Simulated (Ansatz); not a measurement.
A short molecular-dynamics run on AlBClH4N, SMILES `B[NH][AlH][Cl]`.

```yaml
crystal:
  periodic: [false, false, false]
  atoms:
    - {symbol: B, position_ang: [0.060622, 1.168278, -0.157648]}
    - {symbol: N, position_ang: [0.378801, 0.309780, 0.865605]}
    - {symbol: Al, position_ang: [-0.274886, -1.104796, -0.056417]}
    - {symbol: Cl, position_ang: [1.077274, -2.288309, -1.147566]}
    - {symbol: H, position_ang: [-0.530038, 0.573210, -1.092617]}
    - {symbol: H, position_ang: [0.247997, 2.335495, -0.302623]}
    - {symbol: H, position_ang: [0.873803, 0.573422, 1.699161]}
    - {symbol: H, position_ang: [-1.741373, -1.624181, 0.136306]}
basis:
  gaussian: {orbitals: def2-SVP}
hamiltonian: {xc: {name: PBE}}
md: {timestep: 0.5 fs, n_steps: 50, ensemble: nve, temperature: 300, initial_velocities: maxwell_boltzmann, seed: 795}
```

```sh
$ ansatz run in.yaml --threads 2 --pin off --events-out ev --progress --plain --max-ram 4352MiB
```

```
step  time (fs)  potential energy (eV)  kinetic (eV)  T (K)  conserved (eV)
   0        0.0            -21334.6094        0.2327    300     -21334.3767
   1        0.5            -21334.5911        0.2147    277     -21334.3764
   2        1.0            -21334.5706        0.1946    251     -21334.3760
   3        1.5            -21334.5540        0.1782    230     -21334.3758
   4        2.0            -21334.5449        0.1691    218     -21334.3758
   5        2.5            -21334.5431        0.1671    215     -21334.3760
   6        3.0            -21334.5448        0.1685    217     -21334.3763
   7        3.5            -21334.5454        0.1688    218     -21334.3765
   8        4.0            -21334.5416        0.1650    213     -21334.3766
   9        4.5            -21334.5328        0.1564    202     -21334.3765
  10        5.0            -21334.5207        0.1444    186     -21334.3763
  11        5.5            -21334.5079        0.1318    170     -21334.3761
  12        6.0            -21334.4970        0.1210    156     -21334.3760
  13        6.5            -21334.4897        0.1137    147     -21334.3760
  14        7.0            -21334.4861        0.1101    142     -21334.3761
  15        7.5            -21334.4851        0.1089    140     -21334.3762
  16        8.0            -21334.4841        0.1077    139     -21334.3764
  17        8.5            -21334.4807        0.1042    134     -21334.3765
  18        9.0            -21334.4734        0.0970    125     -21334.3764
  19        9.5            -21334.4635        0.0873    113     -21334.3762
  20       10.0            -21334.4544        0.0785    101     -21334.3759
  21       10.5            -21334.4511        0.0754     97     -21334.3757
  22       11.0            -21334.4570        0.0813    105     -21334.3757
  23       11.5            -21334.4717        0.0958    123     -21334.3760
  24       12.0            -21334.4911        0.1148    148     -21334.3763
  25       12.5            -21334.5094        0.1328    171     -21334.3766
  26       13.0            -21334.5221        0.1454    187     -21334.3767
  27       13.5            -21334.5276        0.1510    195     -21334.3766
  28       14.0            -21334.5273        0.1509    195     -21334.3764
  29       14.5            -21334.5242        0.1480    191     -21334.3762
  30       15.0            -21334.5217        0.1457    188     -21334.3760
  31       15.5            -21334.5223        0.1464    189     -21334.3760
  32       16.0            -21334.5272        0.1512    195     -21334.3760
  33       16.5            -21334.5357        0.1596    206     -21334.3761
  34       17.0            -21334.5462        0.1699    219     -21334.3763
  35       17.5            -21334.5558        0.1793    231     -21334.3765
  36       18.0            -21334.5620        0.1855    239     -21334.3765
  37       18.5            -21334.5637        0.1872    241     -21334.3765
  38       19.0            -21334.5621        0.1858    240     -21334.3763
  39       19.5            -21334.5604        0.1844    238     -21334.3760
  40       20.0            -21334.5624        0.1865    240     -21334.3759
  41       20.5            -21334.5697        0.1936    250     -21334.3760
  42       21.0            -21334.5802        0.2039    263     -21334.3763
  43       21.5            -21334.5897        0.2131    275     -21334.3766
  44       22.0            -21334.5935        0.2168    280     -21334.3767
  45       22.5            -21334.5893        0.2126    274     -21334.3767
  46       23.0            -21334.5777        0.2012    259     -21334.3765
  47       23.5            -21334.5615        0.1853    239     -21334.3762
  48       24.0            -21334.5448        0.1687    218     -21334.3760
  49       24.5            -21334.5309        0.1550    200     -21334.3759
  50       25.0            -21334.5219        0.1460    188     -21334.3759
```

Velocities are drawn at the set temperature; a run this short doesn't reach equilibrium.

Frames (Å, forces in eV/Å):

```xyz
8
time=0.0 fs
B     0.061    1.168   -0.158   -0.092    0.037   -0.150
N     0.379    0.310    0.866    0.058   -0.077    0.209
Al   -0.275   -1.105   -0.056   -0.264   -0.245   -0.200
Cl    1.077   -2.288   -1.148    0.245   -0.240   -0.181
H    -0.530    0.573   -1.093   -0.164   -0.111   -0.227
H     0.248    2.335   -0.303    0.084    0.493   -0.062
H     0.874    0.573    1.699    0.330    0.207    0.579
H    -1.741   -1.624    0.136   -0.198   -0.064    0.031
8
time=1.0 fs
B     0.055    1.167   -0.158    0.096   -0.068    0.200
N     0.378    0.305    0.865   -0.315   -0.085   -0.452
Al   -0.271   -1.099   -0.057   -0.336   -0.454   -0.213
Cl    1.076   -2.291   -1.147    0.244   -0.219   -0.187
H    -0.518    0.579   -1.080   -0.354   -0.223   -0.551
H     0.251    2.328   -0.280    0.084    0.683   -0.110
H     0.857    0.590    1.681    0.744    0.392    1.296
H    -1.735   -1.634    0.139   -0.162   -0.026    0.017
8
time=2.0 fs
B     0.049    1.166   -0.158    0.273   -0.019    0.464
N     0.377    0.301    0.865   -0.309    0.110   -0.464
Al   -0.267   -1.094   -0.058   -0.435   -0.683   -0.240
Cl    1.075   -2.293   -1.147    0.243   -0.200   -0.190
H    -0.510    0.582   -1.072   -0.492   -0.299   -0.794
H     0.255    2.326   -0.258    0.053    0.697   -0.141
H     0.847    0.610    1.675    0.773    0.377    1.364
H    -1.731   -1.645    0.141   -0.107    0.017    0.001
8
time=3.0 fs
B     0.043    1.165   -0.157    0.402    0.153    0.581
N     0.376    0.296    0.864    0.080    0.570    0.197
Al   -0.264   -1.089   -0.059   -0.553   -0.926   -0.286
Cl    1.075   -2.295   -1.147    0.243   -0.182   -0.191
H    -0.506    0.582   -1.072   -0.537   -0.303   -0.882
H     0.259    2.332   -0.238   -0.010    0.533   -0.162
H     0.845    0.634    1.682    0.418    0.093    0.756
H    -1.727   -1.655    0.144   -0.043    0.061   -0.012
8
time=4.0 fs
B     0.038    1.164   -0.156    0.461    0.366    0.541
N     0.375    0.292    0.864    0.581    1.147    1.072
Al   -0.260   -1.084   -0.060   -0.676   -1.164   -0.349
Cl    1.074   -2.298   -1.147    0.245   -0.166   -0.191
H    -0.507    0.580   -1.080   -0.474   -0.222   -0.782
H     0.263    2.342   -0.219   -0.096    0.252   -0.183
H     0.846    0.659    1.696   -0.060   -0.316   -0.086
H    -1.724   -1.665    0.146    0.020    0.103   -0.023
8
time=5.0 fs
B     0.033    1.163   -0.155    0.454    0.541    0.383
N     0.374    0.289    0.864    0.942    1.643    1.713
Al   -0.257   -1.079   -0.062   -0.787   -1.371   -0.415
Cl    1.073   -2.300   -1.147    0.247   -0.151   -0.188
H    -0.513    0.576   -1.095   -0.326   -0.078   -0.523
H     0.266    2.354   -0.202   -0.186   -0.061   -0.208
H     0.847    0.680    1.709   -0.417   -0.661   -0.733
H    -1.720   -1.674    0.148    0.072    0.138   -0.029
8
time=6.0 fs
B     0.028    1.163   -0.153    0.405    0.636    0.177
N     0.374    0.287    0.865    1.058    1.938    1.922
Al   -0.254   -1.075   -0.063   -0.867   -1.522   -0.472
Cl    1.073   -2.302   -1.147    0.251   -0.138   -0.185
H    -0.522    0.570   -1.116   -0.136    0.086   -0.177
H     0.267    2.366   -0.186   -0.264   -0.329   -0.235
H     0.844    0.696    1.716   -0.554   -0.835   -1.000
H    -1.716   -1.681    0.150    0.107    0.165   -0.032
8
time=7.0 fs
B     0.024    1.163   -0.151    0.342    0.639   -0.010
N     0.375    0.286    0.867    0.913    1.981    1.659
Al   -0.252   -1.072   -0.065   -0.907   -1.604   -0.506
Cl    1.072   -2.305   -1.147    0.255   -0.126   -0.182
H    -0.532    0.566   -1.138    0.052    0.230    0.177
H     0.266    2.375   -0.174   -0.317   -0.505   -0.261
H     0.835    0.703    1.713   -0.458   -0.796   -0.846
H    -1.711   -1.687    0.152    0.120    0.181   -0.031
8
time=8.0 fs
B     0.020    1.164   -0.149    0.282    0.554   -0.138
N     0.376    0.287    0.871    0.528    1.761    0.947
Al   -0.249   -1.069   -0.067   -0.901   -1.616   -0.511
Cl    1.071   -2.308   -1.147    0.259   -0.114   -0.179
H    -0.541    0.564   -1.158    0.209    0.331    0.480
H     0.262    2.380   -0.163   -0.340   -0.564   -0.282
H     0.823    0.703    1.702   -0.146   -0.539   -0.290
H    -1.705   -1.691    0.153    0.108    0.187   -0.027
8
time=9.0 fs
B     0.017    1.165   -0.147    0.235    0.391   -0.191
N     0.378    0.288    0.876   -0.017    1.338   -0.076
Al   -0.247   -1.067   -0.069   -0.851   -1.569   -0.488
Cl    1.071   -2.310   -1.147    0.263   -0.103   -0.177
H    -0.549    0.565   -1.174    0.318    0.380    0.701
H     0.254    2.378   -0.155   -0.333   -0.499   -0.297
H     0.809    0.698    1.688    0.311   -0.119    0.550
H    -1.698   -1.694    0.154    0.074    0.181   -0.022
8
time=10.0 fs
B     0.013    1.167   -0.146    0.204    0.173   -0.171
N     0.379    0.291    0.880   -0.517    0.901   -1.030
Al   -0.246   -1.065   -0.071   -0.768   -1.482   -0.442
Cl    1.071   -2.313   -1.148    0.265   -0.092   -0.177
H    -0.554    0.569   -1.183    0.376    0.378    0.822
H     0.244    2.373   -0.151   -0.298   -0.321   -0.303
H     0.798    0.692    1.680    0.719    0.278    1.318
H    -1.690   -1.694    0.155    0.018    0.165   -0.017
8
time=11.0 fs
B     0.010    1.168   -0.144    0.193   -0.063   -0.085
N     0.381    0.294    0.883   -0.701    0.713   -1.391
Al   -0.244   -1.064   -0.073   -0.663   -1.376   -0.385
Cl    1.070   -2.315   -1.148    0.266   -0.082   -0.179
H    -0.555    0.577   -1.185    0.378    0.326    0.838
H     0.230    2.364   -0.149   -0.243   -0.055   -0.302
H     0.794    0.689    1.684    0.821    0.397    1.515
H    -1.682   -1.693    0.156   -0.052    0.140   -0.011
8
time=12.0 fs
B     0.007    1.170   -0.143    0.208   -0.260    0.060
N     0.382    0.298    0.886   -0.486    0.848   -0.971
Al   -0.243   -1.063   -0.075   -0.548   -1.263   -0.318
Cl    1.070   -2.318   -1.148    0.267   -0.074   -0.182
H    -0.552    0.589   -1.178    0.324    0.225    0.744
H     0.215    2.354   -0.150   -0.178    0.247   -0.293
H     0.797    0.689    1.702    0.541    0.165    0.966
H    -1.674   -1.691    0.157   -0.129    0.111   -0.007
8
time=13.0 fs
B     0.004    1.172   -0.141    0.263   -0.350    0.262
N     0.382    0.302    0.888   -0.070    1.106   -0.141
Al   -0.242   -1.063   -0.078   -0.432   -1.143   -0.242
Cl    1.070   -2.321   -1.149    0.265   -0.066   -0.185
H    -0.547    0.602   -1.165    0.216    0.077    0.542
H     0.197    2.347   -0.153   -0.119    0.511   -0.276
H     0.806    0.690    1.730    0.078   -0.216    0.044
H    -1.668   -1.688    0.157   -0.202    0.081   -0.004
8
time=14.0 fs
B     0.002    1.173   -0.140    0.366   -0.266    0.516
N     0.382    0.308    0.890    0.294    1.251    0.602
Al   -0.242   -1.063   -0.081   -0.323   -1.014   -0.152
Cl    1.070   -2.323   -1.149    0.263   -0.059   -0.189
H    -0.539    0.616   -1.146    0.058   -0.114    0.244
H     0.179    2.345   -0.160   -0.075    0.658   -0.250
H     0.815    0.689    1.757   -0.322   -0.512   -0.767
H    -1.663   -1.683    0.158   -0.260    0.056   -0.005
8
time=15.0 fs
B    -0.001    1.174   -0.138    0.504    0.012    0.794
N     0.383    0.313    0.892    0.479    1.186    0.993
Al   -0.241   -1.064   -0.083   -0.230   -0.872   -0.049
Cl    1.070   -2.326   -1.150    0.259   -0.053   -0.191
H    -0.531    0.629   -1.125   -0.129   -0.331   -0.114
H     0.159    2.349   -0.168   -0.053    0.641   -0.214
H     0.822    0.684    1.778   -0.535   -0.623   -1.210
H    -1.661   -1.679    0.158   -0.295    0.040   -0.008
8
time=16.0 fs
B    -0.002    1.175   -0.135    0.642    0.431    1.036
N     0.384    0.320    0.895    0.452    0.917    0.956
Al   -0.240   -1.065   -0.086   -0.164   -0.721    0.059
Cl    1.070   -2.329   -1.150    0.256   -0.046   -0.191
H    -0.524    0.639   -1.105   -0.309   -0.538   -0.462
H     0.139    2.359   -0.179   -0.045    0.467   -0.168
H     0.823    0.673    1.787   -0.532   -0.544   -1.216
H    -1.662   -1.674    0.158   -0.299    0.034   -0.015
8
time=17.0 fs
B    -0.004    1.177   -0.131    0.720    0.879    1.157
N     0.385    0.328    0.899    0.216    0.482    0.487
Al   -0.240   -1.066   -0.089   -0.131   -0.565    0.163
Cl    1.070   -2.332   -1.151    0.252   -0.042   -0.188
H    -0.520    0.643   -1.090   -0.431   -0.684   -0.703
H     0.119    2.374   -0.192   -0.041    0.194   -0.114
H     0.819    0.656    1.785   -0.314   -0.303   -0.779
H    -1.666   -1.668    0.159   -0.271    0.038   -0.023
8
time=18.0 fs
B    -0.004    1.179   -0.126    0.690    1.232    1.085
N     0.387    0.335    0.903   -0.188   -0.047   -0.339
Al   -0.239   -1.067   -0.091   -0.134   -0.413    0.253
Cl    1.071   -2.334   -1.151    0.249   -0.039   -0.182
H    -0.520    0.642   -1.081   -0.451   -0.724   -0.757
H     0.098    2.390   -0.205   -0.032   -0.101   -0.055
H     0.813    0.637    1.775    0.080    0.043    0.027
H    -1.672   -1.663    0.159   -0.214    0.050   -0.031
8
time=19.0 fs
B    -0.004    1.182   -0.120    0.540    1.418    0.810
N     0.388    0.343    0.907   -0.617   -0.544   -1.227
Al   -0.239   -1.069   -0.094   -0.170   -0.273    0.320
Cl    1.071   -2.337   -1.152    0.248   -0.038   -0.174
H    -0.525    0.633   -1.079   -0.362   -0.646   -0.608
H     0.077    2.405   -0.219   -0.013   -0.353    0.001
H     0.807    0.618    1.766    0.511    0.373    0.916
H    -1.680   -1.656    0.158   -0.136    0.064   -0.038
8
time=20.0 fs
B    -0.004    1.187   -0.114    0.302    1.430    0.398
N     0.389    0.351    0.909   -0.817   -0.848   -1.651
Al   -0.239   -1.070   -0.096   -0.232   -0.150    0.359
Cl    1.071   -2.340   -1.153    0.246   -0.040   -0.163
H    -0.533    0.618   -1.083   -0.196   -0.479   -0.322
H     0.056    2.418   -0.233    0.015   -0.518    0.050
H     0.806    0.603    1.766    0.728    0.527    1.371
H    -1.690   -1.650    0.158   -0.048    0.078   -0.043
8
time=21.0 fs
B    -0.003    1.192   -0.107    0.034    1.297   -0.050
N     0.389    0.357    0.911   -0.622   -0.899   -1.270
Al   -0.238   -1.072   -0.098   -0.304   -0.044    0.375
Cl    1.072   -2.343   -1.154    0.245   -0.043   -0.149
H    -0.542    0.599   -1.090   -0.007   -0.269    0.004
H     0.035    2.425   -0.247    0.049   -0.574    0.085
H     0.812    0.593    1.778    0.566    0.446    1.050
H    -1.700   -1.642    0.157    0.040    0.086   -0.044
8
time=22.0 fs
B    -0.002    1.199   -0.100   -0.214    1.046   -0.440
N     0.389    0.363    0.912   -0.156   -0.802   -0.338
Al   -0.238   -1.074   -0.101   -0.372    0.053    0.376
Cl    1.072   -2.345   -1.154    0.243   -0.047   -0.135
H    -0.552    0.577   -1.097    0.160   -0.060    0.287
H     0.015    2.426   -0.259    0.082   -0.517    0.103
H     0.823    0.586    1.800    0.139    0.240    0.189
H    -1.710   -1.634    0.155    0.117    0.087   -0.042
8
time=23.0 fs
B    -0.002    1.207   -0.094   -0.407    0.686   -0.711
N     0.389    0.369    0.913    0.312   -0.694    0.590
Al   -0.238   -1.075   -0.103   -0.420    0.147    0.374
Cl    1.073   -2.348   -1.155    0.239   -0.049   -0.119
H    -0.560    0.554   -1.101    0.283    0.127    0.485
H    -0.005    2.423   -0.271    0.112   -0.352    0.102
H     0.835    0.582    1.823   -0.296    0.056   -0.684
H    -1.718   -1.624    0.153    0.176    0.079   -0.037
8
time=24.0 fs
B    -0.001    1.216   -0.088   -0.531    0.232   -0.844
N     0.389    0.374    0.914    0.605   -0.634    1.149
Al   -0.238   -1.077   -0.104   -0.437    0.244    0.379
Cl    1.073   -2.351   -1.156    0.232   -0.048   -0.102
H    -0.566    0.533   -1.101    0.356    0.283    0.589
H    -0.023    2.417   -0.282    0.134   -0.103    0.083
H     0.845    0.579    1.841   -0.571   -0.037   -1.225
H    -1.725   -1.614    0.151    0.212    0.063   -0.029
8
time=25.0 fs
B    -0.002    1.225   -0.083   -0.590   -0.277   -0.850
N     0.389    0.379    0.916    0.666   -0.622    1.228
Al   -0.238   -1.078   -0.106   -0.417    0.344    0.395
Cl    1.074   -2.354   -1.157    0.221   -0.043   -0.085
H    -0.568    0.514   -1.095    0.380    0.409    0.604
H    -0.041    2.409   -0.292    0.147    0.183    0.054
H     0.849    0.575    1.846   -0.629   -0.035   -1.325
H    -1.730   -1.604    0.149    0.221    0.040   -0.020
```

Hardware: 2 threads of an Intel Xeon 6975P-C on a shared host. Wall time 30 s, peak host memory 0.14 GiB.
